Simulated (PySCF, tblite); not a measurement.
Isomers of C5H5FNO3 (doublet state), one GFN2-xTB conformer each. Single-point energies are computed at B3LYP/pcH-1 (PySCF, gas phase, no added dispersion term), electronic only. GFN2-xTB treats the open shell by occupation alone, and not every SCF solution was tested for stability.

Question: Rank them by B3LYP/pcH-1 energy, lowest first (kJ/mol).
A. `[CH2:1][O:2][c:3]1[n:4][c:5]([F:6])[o:7][c:8]1[O:9][CH3:10]` (doublet state) with H–C1–O2–C3 -2° and -178°, C1–O2–C3–N4 1°, O7–C8–O9–C10 3°
B. `[CH2:1][C:2](=[O:3])/[N:4]=[CH:5]\[C@@H:6]([F:7])[O:8][CH:9]=[O:10]` (doublet state) with H–C1–C2–O3 178° and -8°, C1–C2–N4–C5 -125°, N4–C5–C6–F7 169°, C5–C6–O8–C9 123°, C6–O8–C9–O10 3°
C. `[CH2:1][O:2][c:3]1[o:4][c:5]([F:6])[n:7][c:8]1[O:9][CH3:10]` (doublet state) with H–C1–O2–C3 -2° and -178°, C1–O2–C3–O4 1°, N7–C8–O9–C10 1°
D. `[CH3:1][C:2](=[O:3])/[N:4]=[CH:5]\[C:6]([F:7])[O:8][CH:9]=[O:10]` (doublet state) with C1–C2–N4–C5 130°, N4–C5–C6–F7 180°, C5–C6–O8–C9 152°, C6–O8–C9–O10 0°

Answer: D (0.0), B (45.6), A (182.5), C (182.8).

Neighbours under 21 kJ/mol apart ([CH2]Oc1nc(F)oc1OC and [CH2]Oc1oc(F)nc1OC) can change places with a better method, another conformer or zero-point energy. GFN2-xTB itself gives, in the same order: 0.0, 86.4, 10.3, 1.1. Both levels put the same isomer lowest; measured from each level's own lowest isomer, the values differ by up to 181.7 kJ/mol ([CH2]Oc1oc(F)nc1OC: 1.1 against 182.8).

Q: What happens when harmonic zero-point energies from GFN2-xTB frequencies are added?

A: 
```csv
SMILES,ZPE (kJ/mol),electronic (kJ/mol),with ZPE (kJ/mol)
CC(=O)/N=C\[C](F)OC=O,251.3,0.0,0.0
[CH2]C(=O)/N=C\[C@@H](F)OC=O,249.9,45.6,44.1
[CH2]Oc1nc(F)oc1OC,253.7,182.5,184.9
[CH2]Oc1oc(F)nc1OC,254.4,182.8,185.9
```

The zero-point energies span 4.5 kJ/mol. The order is unchanged.
